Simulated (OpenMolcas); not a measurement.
Pt2+ (d8) among equal point charges was computed by CASSCF with the d shell active (OpenMolcas, ANO-RCC-VDZP on the metal). Its lowest spin-free states, and all those of the highest spin:

```
2S+1  Degeneracy  E (cm-1)
   3           3       0.0
   3           3      3539
   3           1      7352
   1           2     11371
   1           3     12275
   3           3     14725
   1           3     18308
   1           3     19536
   1           1     20122
   1           2     21492
   1           1     44312
```

Task: Is the site octahedral, tetrahedral or cube-like, axial, or of lower symmetry?

Result: The states with 2S+1 = 3 have orbital degeneracies 3, 3, 1, 3. Threefold states need a cubic site. For d8 at this spin an octahedron puts the single A2 below the threefold T2 and a tetrahedron or cube puts the threefold T1 below the threefold T2, so the site is a tetrahedron or a cube, which this pattern cannot tell apart. The run had Pt2+ among 4 point charges of -2 e arranged as a tetrahedron (Td), 1.87 Å from the ion.

An orbital triplet at a regular site is open to Jahn-Teller coupling, which can distort the site and quench the lowest spin-orbit gaps and is left out. Without dynamic correlation the repulsion within the d shell is too large (B by tens of per cent), so at a given field states of lower spin stand too high. Real 4d8 and 5d8 ions are as a rule square planar and diamagnetic. This is an electrostatic model: the charges have no orbitals. No measured value stands beside these numbers.
